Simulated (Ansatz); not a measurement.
A calculation with Ansatz (development build ahead of 0.2.0).

```yaml
crystal:
  periodic: [false, false, false]
  atoms:
    - { symbol: Fe, position_ang: [0.0, 0.0, 0.0] }
basis:
  gaussian: { orbitals: def2-SVP }
total_charge: 2
magnetization:
  initial_magnetization: 2
hamiltonian:
  xc: pbe0
scf:
  omitted_lower_state_checks: [stability, starts, atomic_configurations, cluster_reference, orbital_swaps, given_window_search, neighbouring_geometries, increment]
output:
  forces: true
```

The input is written out in the form of the current development build from the run's settings.

Results

- Converged: yes
- Total energy: -1262.28762 hartree
- Spin squared of the determinant: 2.000

Forces (eV/Å):
| atom | Fx | Fy | Fz |
| --- | --- | --- | --- |
| Fe1 | 0.000 | 0.000 | 0.000 |

This is not the lowest solution: another run reaches a determinant 0.11 eV lower. Caution: another spin multiplicity may lie lower; an unrestricted determinant lies well below.
